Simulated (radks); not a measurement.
Ionisation ladder of lutetium, from Lu to Lu21+. Each ion is in the ground configuration listed by NIST, and IE = E(next ion) - E(this ion). Method: scalar-relativistic Kohn-Sham, LDA (Slater exchange, VWN5 correlation), spin-polarised, spherical densities, finite nucleus; open shells are filled with parallel spins first (spin-orbit coupling, left out, can overturn this in heavy ions); Fermi nuclear charge, rms radius 5.37 fm; computed with a radial shooting solver on a logarithmic mesh with Libxc functionals.

Lu: configuration [Xe] 4f14 5d1 6s2; E (hartree) -14552.6899; IE, Delta-SCF (eV) 5.600; -e(HOMO) (eV) 2.101; HOMO 5d up; IE, NIST (eV) 5.426; kind exp.; error (eV) +0.174
Lu+: configuration [Xe] 4f14 6s2; E (hartree) -14552.4841; IE, Delta-SCF (eV) 14.322; -e(HOMO) (eV) 11.286; HOMO 6s; IE, NIST (eV) 14.13; kind semi-emp.; error (eV) +0.192
Lu2+: configuration [Xe] 4f14 6s1; E (hartree) -14551.9578; IE, Delta-SCF (eV) 21.536; -e(HOMO) (eV) 18.305; HOMO 6s up; IE, NIST (eV) 20.959; kind exp.; error (eV) +0.576
Lu3+: configuration [Xe] 4f14; E (hartree) -14551.1664; IE, Delta-SCF (eV) 46.891; -e(HOMO) (eV) 36.582; HOMO 4f; IE, NIST (eV) 45.25; kind semi-emp.; error (eV) +1.642
Lu4+: configuration [Xe] 4f13; E (hartree) -14549.4432; IE, Delta-SCF (eV) 68.985; -e(HOMO) (eV) 57.521; HOMO 4f down; IE, NIST (eV) 66.8; kind semi-emp.; error (eV) +2.185
Lu5+: configuration [Xe] 4f12; E (hartree) -14546.9080; IE, Delta-SCF (eV) 112.07; -e(HOMO) (eV) 80.711; HOMO 4f down; IE, NIST (eV) 98; kind theory; error (eV) +14.1
Lu6+: configuration [Kr] 4d10 4f13 5s2 5p4; E (hartree) -14542.7894; IE, Delta-SCF (eV) 114.75; -e(HOMO) (eV) 93.467; HOMO 4f down; IE, NIST (eV) 117; kind theory; error (eV) -2.2
Lu7+: configuration [Kr] 4d10 4f13 5s2 5p3; E (hartree) -14538.5724; IE, Delta-SCF (eV) 135.30; -e(HOMO) (eV) 112.47; HOMO 4f down; IE, NIST (eV) 136; kind theory; error (eV) -0.7
Lu8+: configuration [Kr] 4d10 4f13 5s2 5p2; E (hartree) -14533.6003; IE, Delta-SCF (eV) 146.19; -e(HOMO) (eV) 132.67; HOMO 4f down; IE, NIST (eV) 159; kind theory; error (eV) -12.8
Lu9+: configuration [Kr] 4d10 4f12 5s2 5p2; E (hartree) -14528.2280; IE, Delta-SCF (eV) 174.17; -e(HOMO) (eV) 159.95; HOMO 4f down; IE, NIST (eV) 185; kind theory; error (eV) -10.8
Lu10+: configuration [Kr] 4d10 4f12 5s2 5p1; E (hartree) -14521.8274; IE, Delta-SCF (eV) 192.57; -e(HOMO) (eV) 181.72; HOMO 4f down; IE, NIST (eV) 205; kind theory; error (eV) -12.4
Lu11+: configuration [Kr] 4d10 4f12 5s2; E (hartree) -14514.7505; IE, Delta-SCF (eV) 219.26; -e(HOMO) (eV) 204.05; HOMO 4f down; IE, NIST (eV) 238; kind theory; error (eV) -18.7
Lu12+: configuration [Kr] 4d10 4f11 5s2; E (hartree) -14506.6930; IE, Delta-SCF (eV) 250.65; -e(HOMO) (eV) 234.70; HOMO 4f down; IE, NIST (eV) 276; kind theory; error (eV) -25.3
Lu13+: configuration [Kr] 4d10 4f10 5s2; E (hartree) -14497.4818; IE, Delta-SCF (eV) 297.31; -e(HOMO) (eV) 266.83; HOMO 4f down; IE, NIST (eV) 305; kind theory; error (eV) -7.7
Lu14+: configuration [Kr] 4d10 4f10 5s1; E (hartree) -14486.5559; IE, Delta-SCF (eV) 322.94; -e(HOMO) (eV) 292.10; HOMO 4f down; IE, NIST (eV) 328; kind theory; error (eV) -5.1
Lu15+: configuration [Kr] 4d10 4f10; E (hartree) -14474.6879; IE, Delta-SCF (eV) 335.91; -e(HOMO) (eV) 318.53; HOMO 4f down; IE, NIST (eV) 361; kind theory; error (eV) -25.1
Lu16+: configuration [Kr] 4d10 4f9; E (hartree) -14462.3436; IE, Delta-SCF (eV) 371.53; -e(HOMO) (eV) 353.52; HOMO 4f down; IE, NIST (eV) 399; kind theory; error (eV) -27.5
Lu17+: configuration [Kr] 4d10 4f8; E (hartree) -14448.6900; IE, Delta-SCF (eV) 408.41; -e(HOMO) (eV) 389.79; HOMO 4f down; IE, NIST (eV) 438; kind theory; error (eV) -29.6
Lu18+: configuration [Kr] 4d10 4f7; E (hartree) -14433.6810; IE, Delta-SCF (eV) 455.96; -e(HOMO) (eV) 436.34; HOMO 4f up; IE, NIST (eV) 476; kind theory; error (eV) -20.0
Lu19+: configuration [Kr] 4d10 4f6; E (hartree) -14416.9249; IE, Delta-SCF (eV) 496.04; -e(HOMO) (eV) 475.83; HOMO 4f up; IE, NIST (eV) 520; kind theory; error (eV) -24.0
Lu20+: configuration [Kr] 4d10 4f5; E (hartree) -14398.6957; IE, Delta-SCF (eV) 537.31; -e(HOMO) (eV) 516.52; HOMO 4f up; IE, NIST (eV) 560; kind theory; error (eV) -22.7
Lu21+: configuration [Kr] 4d10 4f4; E (hartree) -14378.9500; IE, Delta-SCF (eV) 579.71; -e(HOMO) (eV) 558.37; HOMO 4f up; IE, NIST (eV) 600; kind theory; error (eV) -20.3

Reference values: NIST Atomic Spectra Database (exp. = measured, semi-emp. = semi-empirical, theory = theoretical value adopted there). The ionisation energy per charge of the ion left behind rises most, in proportion, at Lu3+ ([Xe] 4f14), from 7.179 to 11.723 eV. Against the entries that are not theoretical the mean signed error is +2.8 % and the largest +3.6 %. Open shells are spherical and high-spin; term and fine-structure splittings are not resolved. Spin-orbit splitting is averaged out at the scalar-relativistic level.
